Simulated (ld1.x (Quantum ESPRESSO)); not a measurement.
**Before and after: ultrasoft potential for germanium**

- Element: germanium (Ge)
- Generator: ld1.x (Quantum ESPRESSO) 7.5
- Type: ultrasoft
- Functional: revPBE
- Relativity: scalar-relativistic
- Frozen core: [Ar] 3d10
- Valence charge: 4
- Reference configuration: 4s2 4p1 (charge +1)
- Partial waves: 4s (bound): rcut 1.55, rcutus 1.85 bohr; 4s channel at 0.2 Ry: rcut 1.55, rcutus 1.85 bohr; 4p (bound): rcut 1.85, rcutus 2.05 bohr; 4p channel at 0.5 Ry: rcut 1.85, rcutus 2.05 bohr; 4d channel at 0.4 Ry: rcut 1.60, rcutus 1.75 bohr
- Local potential: all-electron potential smoothed inside 1.95 bohr (lloc = -1)
- Core correction: Bessel-smoothed model core, default radius (core density twice the valence density)
- Augmentation charge: PSQ, radius 1.40 bohr

Change: local potential all-electron potential smoothed inside 0.84 bohr (lloc = -1).

Cutoffs: the cutoffs (Ry, on a coarse ladder) from which the occupation-weighted sum of valence levels, in a spherical-Bessel basis at the reference potential, stays within 10 and 1 mRy of its value at 400 Ry; they do not see the model core or the augmentation charge, which bear on the density cutoff. Errors are all-electron minus pseudo energies relative to the spin-unpolarised reference configuration.

Q: What does the change do?

A: The potential gets harder (8 Ry and 12 Ry → 8 Ry and 21 Ry); a bound ghost appears in s, which as a rule spoils a file; the errors of the 7 common tests hardly move; the range in which the p phases agree narrows (upper end 5.0 → 1.6). A state that the projectors do not describe sees the local part alone, so a deeper or shallower local part can create or remove a ghost.

| quantity | base | changed |
| --- | --- | --- |
| cutoff, loose | 8 Ry | 8 Ry |
| cutoff, tight | 12 Ry | 21 Ry |
| bound ghosts | none | s |
| error for 4s2 4p2, meV [ΔE -7.39 eV] | -4.5 | -4.5 |
| error for 4s2 4p0, meV [ΔE 15.35 eV] | -25 | -26 |
| error for 4s1 4p0, meV [ΔE 49.97 eV] | -244 | -244 |
| error for 4s1 4p3, meV [ΔE 0.55 eV] | -3.6 | -3.5 |
| error for 4s2 4p1.5, meV [ΔE -4.61 eV] | -1.4 | -1.4 |
| error for 4s2 4p2.3, meV [ΔE -8.26 eV] | -5.9 | -5.9 |
| error for 4s1 4p2, meV [ΔE 8.70 eV] | -13 | -13 |
| s: phases at 2.26 bohr within 0.05 rad from the reference energy up to (Ry; the scan ends near 5) | 4.2 | 4.5 |
| p: phases at 2.26 bohr within 0.05 rad from the reference energy up to (Ry; the scan ends near 5) | 5.0 | 1.6 |
| d: phases at 2.26 bohr within 0.05 rad from the reference energy up to (Ry; the scan ends near 5) | 1.1 | 0.9 |
| lowest overlap eigenvalue by channel | s 0.40, p 0.65, d 1.00 | s 0.15, p 0.42, d 1.00 |

 A true bound ghost makes a file unfit for plane-wave use even where its test errors are small: the radial tests pick states by their node count and pass the ghost by.
